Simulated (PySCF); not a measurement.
GaH4 (charge -1).
Atom-mapped SMILES: `[GaH4-:1]` (hydrogens: H2, H3, H4, H5 on Ga1)

Computed by this run: PBE0-D3(BJ)/def2-TZVP geometry optimisation, gas phase in PySCF; density fitting, grid level 2; the optimiser is geomeTRIC in internal coordinates, started from a UFF structure with every atom displaced at random (about 0.03 Å).

Step 0: E = -52436.3066 eV
```
atom  x, y, z in Å  |  force x, y, z in eV/Å
Ga1     0.0612   -0.0767    0.0126   -0.863   0.741  -0.149
H2      0.6048    1.1468   -0.9341    0.058  -0.110   0.058
H3     -1.1338    0.6346    0.9892    0.535  -0.351  -0.198
H4      1.2788   -0.6983    0.8299    0.097  -0.185   0.169
H5     -0.7362   -1.1169   -0.9596    0.173  -0.094   0.119
```

Step 1: E = -52436.3586 eV
```
atom  x, y, z in Å  |  force x, y, z in eV/Å
Ga1     0.0380   -0.0474   -0.0004   -0.288   0.303  -0.115
H2      0.6079    1.1575   -0.9411    0.043  -0.059   0.017
H3     -1.0928    0.6067    0.9854    0.119  -0.071   0.034
H4      1.2469   -0.7019    0.8390    0.038  -0.085   0.053
H5     -0.7252   -1.1253   -0.9450    0.088  -0.088   0.011
```

Q: Estimate the geometry and energy of step 2. (The exact step hangs on the optimiser's Hessian estimate; all steps are aligned on step 1, rigid shifts and turns removed.)

A: E = -52436.3689 eV, largest force 0.089 eV/Å
```
atom  x, y, z in Å  |  force x, y, z in eV/Å
Ga1     0.0179   -0.0249   -0.0103    0.013   0.012  -0.064
H2      0.6166    1.1602   -0.9486    0.005  -0.011  -0.001
H3     -1.0768    0.6002    1.0033   -0.046   0.034   0.068
H4      1.2235   -0.7056    0.8361    0.008  -0.017   0.005
H5     -0.7063   -1.1404   -0.9426    0.020  -0.019  -0.009
```

The energy changes by -0.0102 eV. The first-order estimate −F·Δx gives -0.0191 eV and the mean of the old and new forces, exact on a quadratic surface, -0.0102 eV. The step makes an angle of 44° with the force vector and moves no atom by more than 0.032 Å.

What follows is the cost of the whole optimisation. The run took 6.7 s on Intel Xeon at 2.30 GHz, one thread, no GPU, on a shared host, and the process peaked at 0.35 GiB of memory.
